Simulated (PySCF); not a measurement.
## Dipole moment and polarisability across levels of theory

Compound: germyl cyanide, CH₃GeN.
SMILES: `N#[C][GeH3]`

PySCF, dipoles from the SCF density, polarisabilities from static response with core orbitals frozen. Isolated species at its PBE0-D3(BJ)/def2-SVP geometry, gas phase. Relativistic effects, spin–orbit coupling among them, are left out although an element past zinc is present.

Problem. Compare the levels for these properties.

Solution. 

| level | μ (D) | α (au) | anisotropy (au) |
| --- | --- | --- | --- |
| LDA/def2-SVPD | 3.964 | 48.36 | 19.16 |
| PBE/def2-SVPD | 3.812 | 47.44 | 19.15 |
| B3LYP/def2-SVPD | 3.921 | 46.26 | 17.84 |
| PBE0/def2-SVPD | 3.912 | 45.85 | 17.82 |
| BHandHLYP/def2-SVPD | 4.022 | 44.72 | 16.80 |
| CAM-B3LYP/def2-SVPD | 3.989 | 45.67 | 17.06 |
| wB97X-D/def2-SVPD | 3.961 | 45.76 | 17.16 |
| LC-wPBE/def2-SVPD | 3.972 | 44.66 | 16.62 |
| HF/def2-SVPD | 4.094 | 43.26 | 15.96 |
| PBE0/6-31G* | 3.778 | 36.64 | 18.60 |
| PBE0/def2-SVP | 3.718 | 39.11 | 16.15 |
| PBE0/aug-cc-pVDZ | 3.938 | 46.58 | 18.67 |
| PBE0/def2-TZVP | 3.887 | 44.08 | 18.70 |
| PBE0/def2-TZVPD | 3.918 | 46.60 | 18.20 |
| PBE0/aug-cc-pVTZ | 3.927 | 46.87 | 18.33 |

The anisotropy is √(½[(α1 − α2)² + (α2 − α3)² + (α3 − α1)²]). The dipole runs from 3.72 D (PBE0/def2-SVP) to 4.09 D (HF/def2-SVPD). No reference polarisability is at hand; against PBE0 in the largest diffuse basis at hand (aug-cc-pVTZ) the other PBE0 rows deviate by 6-31G* -22%, def2-SVP -17%, def2-SVPD -2%, aug-cc-pVDZ -1%, def2-TZVP -6%, def2-TZVPD -1%. In one basis (def2-SVPD) the functionals order the polarisability from HF (lowest) to LDA (highest), a spread of 12%. With PBE0 the polarisability is 39.94 au without diffuse functions (mean of 6-31G*, def2-SVP and def2-TZVP) and 46.47 au with them (mean of def2-SVPD, aug-cc-pVDZ, def2-TZVPD and aug-cc-pVTZ).
